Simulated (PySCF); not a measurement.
## Spinor energies of F⁴⁺ (fluorine, charge +4)

Start: [He] 2s2 2p1; 2p3/2 filled at m_j = +3/2. Calculated with PySCF 2.14 in an uncontracted even-tempered set (18 s from 0.32 bohr⁻², ratio 2.4; 11 p from 0.41 bohr⁻², ratio 2.4; 5 d from 2 bohr⁻², ratio 2.6; 5 f from 2.9 bohr⁻², ratio 2.6): generalised Hartree-Fock with the X2C-1e Hamiltonian and a Gaussian nucleus; one run each with spin-orbit coupling (SO) screened by Boettger's factors, then bare. This is a chosen level, not necessarily the ground level.

```json
{"spinor shell": "1s1/2", "electrons": "2", "ε, screened SO (eV)": "-832.75", "ε, bare SO (eV)": "-832.75", "weight of nominal j (bare SO)": "1.000", "rms radius, bare SO (bohr)": "0.202"}
{"spinor shell": "2s1/2", "electrons": "2", "ε, screened SO (eV)": "-127.20", "ε, bare SO (eV)": "-127.20", "weight of nominal j (bare SO)": "1.000", "rms radius, bare SO (bohr)": "0.913"}
{"spinor shell": "2p3/2", "electrons": "1", "ε, screened SO (eV)": "-114.79", "ε, bare SO (eV)": "-114.78", "weight of nominal j (bare SO)": "1.000", "rms radius, bare SO (bohr)": "0.845"}
```

```tsv
quantity	screened SO	bare SO
E (hartree)	-92.21560	-92.21524
M_J	3/2	3/2
⟨J²⟩	3.752	3.752
⟨L²⟩	2.001	2.001
⟨S²⟩	0.751	0.751
```

Each row is a mean over spinors that exchange with the open shell spreads, by up to 6.309 eV (2s1/2).
